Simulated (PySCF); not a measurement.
PySCF 2.14 output of an unrestricted M06-L calculation on a single atom or ion in aug-cc-pV5Z-PP with ECP28MDF, with scalar relativity through the core potential:

```
SCF conv_tol = 1e-09
number electrons alpha = 14  beta = 12
    Y. Zhao and D. G. Truhlar.,  J. Chem. Phys. 125, 194101 (2006)
    Y. Zhao and D. G. Truhlar.,  J. Chem. Phys. 125, 194101 (2006)
    Y. Zhao and D. G. Truhlar.,  Theor. Chem. Acc. 120, 215 (2008)
cycle= 1 E= -329.166175740518  delta_E= -0.00927  |g|= 0.0357  |ddm|= 1.96
cycle= 2 E= -329.165556495735  delta_E= 0.000619  |g|= 0.0252  |ddm|= 1.44
cycle= 3 E= -329.165086175332  delta_E= 0.00047  |g|= 0.00256  |ddm|= 0.48
cycle= 4 E= -329.165090478911  delta_E= -4.3e-06  |g|= 0.000711  |ddm|= 0.0244
cycle= 5 E= -329.165090758995  delta_E= -2.8e-07  |g|= 0.00025  |ddm|= 0.0118
cycle= 6 E= -329.165090777027  delta_E= -1.8e-08  |g|= 8.18e-05  |ddm|= 0.00249
cycle= 7 E= -329.165090778033  delta_E= -1.01e-09  |g|= 2.67e-05  |ddm|= 0.0021
cycle= 8 E= -329.16509077801  delta_E= 2.31e-11  |g|= 3.02e-06  |ddm|= 0.000346
converged SCF energy = -329.16509077801  <S^2> = 2.003297  2S+1 = 3.0021972
```

The run itself started from symmetry-adapted Hartree-Fock orbitals and held the occupation by maximum overlap, on a logarithmic radial grid, so the iterations belong to that start.

Question: Which element, charge and spin multiplicity is this?

Answer: Xe (xenon, neutral), multiplicity 3; the state was [Kr] 4d10 5s2 5p5 5d1, one real determinant (an excited configuration).

⟨L²⟩ = 7.96 against 12 for a pure F term, so this real determinant mixes terms. Energies and moments cover only the electrons outside the core potential. The outer electron is Rydberg-like, and this basis confines it to a smaller radius and binds it less than a complete one would.
